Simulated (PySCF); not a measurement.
MoO₃, SMILES [O]=[Mo](=[O])=[O], multiplicity 1. The structure is a stationary point at B3LYP-D3(BJ)/def2-TZVP. The multiplicity is an assumed one; other spin states were not compared. The isomer is the one that the SMILES or the coordinates give; other isomers of the formula were not compared. The def2 effective core potentials stand for the cores of Mo; spin–orbit coupling is left out.

The numbers are results of PySCF with B3LYP-D3(BJ)/def2-TZVP, not measurements.

Harmonic wavenumbers (cm⁻¹): 251, 339, 339, 975, 975, 1014. Rotational constants (GHz): 7.001, 7.001, 4.025; symmetry number 3.

**Question.** Work out the zero-point energy and the ideal-gas rigid-rotor harmonic-oscillator thermochemistry at 298.15 K and 1 atm.

**Answer.** ZPE = ½ Σ hcν = ½ × 3893 cm⁻¹ = 5.57 kcal/mol. H − E(el) = 8.78 kcal/mol. Entropy in cal/(mol K): translation 40.80, rotation 22.72, vibration 4.45, total 67.97. G − E(el) = -11.49 kcal/mol. Cp = 14.08 cal/(mol K).
